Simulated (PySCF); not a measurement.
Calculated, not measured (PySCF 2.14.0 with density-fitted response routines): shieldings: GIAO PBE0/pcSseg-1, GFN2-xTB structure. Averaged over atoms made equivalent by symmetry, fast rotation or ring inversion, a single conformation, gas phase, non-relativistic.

δ = σ(ref) − σ, references computed at the same level: $^{1}$H (σref 31.72) and $^{13}$C (σref 186.93) against TMS. Acid and N–H amide carbonyl carbons lie up to 10 ppm further downfield in solution (hydrogen bonding). Shifts are as computed. Against solution values, carbons near 30 ppm lie about +3 ppm off and those near 130 ppm about +5 ppm. Of 1309 compounds with measured shifts, 239 miss one by over three times the rms of a fit or turn the order of signals round; such compounds aren't used in these exercises. OH and NH positions are gas-phase values without hydrogen bonding to other molecules.

Question: Order these molecules by the shift of their most deshielded carbon, lowest δ first.
A. [H]/N=C\[SiH2]NC=O
B. C=CC1=CC([SiH2]C)=CCC1
C. CC[Si](N)(N)O[SiH3]
D. C=C[C@@](F)(C#CC)C(F)F

Answer: C (10.7 ppm, sp3 CH2 bonded to Si), D (139.2 ppm, alkene CH), B (146.6 ppm, alkene CH), A (183.0 ppm, C=N carbon).

Question: Order these molecules by the shift of their most deshielded carbon-bound hydrogen, lowest δ first.
A. C=CC1=CC([SiH2]C)=CCC1
B. [H]/N=C\[SiH2]NC=O
C. F[C@H]1CC=CCC1
D. CC[Si](N)(N)O[SiH3]

Answer: D (1.05 ppm, hydrogen on a methyl carbon), C (6.15 ppm, hydrogen on an alkene CH), A (6.68 ppm, hydrogen on an alkene CH), B (9.15 ppm, hydrogen on a C=N carbon).

Question: How many $^{13}$C and $^{1}$H signals does each give (equivalence by symmetry and fast rotation, but not about amide C–N or C=N bonds)? `[H]/N=C\[SiH2]NC=O`, `C=CC1=CC([SiH2]C)=CCC1`, `F[C@H]1CC=CCC1`, `C=C[C@@](F)(C#CC)C(F)F`, `CC[Si](N)(N)O[SiH3]`

Answer: [H]/N=C\[SiH2]NC=O: 2 C, 5 H; C=CC1=CC([SiH2]C)=CCC1: 9 C, 9 H; F[C@H]1CC=CCC1: 6 C, 9 H; C=C[C@@](F)(C#CC)C(F)F: 7 C, 5 H; CC[Si](N)(N)O[SiH3]: 2 C, 4 H.
